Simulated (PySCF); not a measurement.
CH₄GeO, SMILES [CH3][Ge][OH] (connectivity only; charge and spin as stated), neutral, multiplicity 1.

Coordinates come from a ωB97X-D3(BJ)/def2-TZVP optimisation. The values are those of a single conformer.

All values below come from ωB97X-D3(BJ)/def2-TZVP run with PySCF.

Frequencies are harmonic and unscaled.

```tsv
mode	ν (cm⁻¹)	IR (km/mol)	moving atoms (share of kinetic energy)
1	31	0.6	H 93 %
2	240	4.4	O 38 %, H 27 %, C 22 %, Ge 13 %
3	504	58.5	H 94 %
4	576	54.7	C 63 %, H 20 %, Ge 17 %
5	631	20.8	H 84 %, C 14 %
6	688	100.4	O 78 %, Ge 18 %
7	749	6.0	H 79 %, C 19 %
8	909	138.8	H 87 %, O 10 %
9	1250	23.3	H 80 %, C 20 %
10	1447	5.8	H 95 %
11	1454	9.2	H 95 %
12	3050	5.3	H 97 %
13	3131	9.4	H 91 %, C 9 %
14	3153	14.2	H 91 %, C 9 %
15	3888	76.9	H 94 %
```
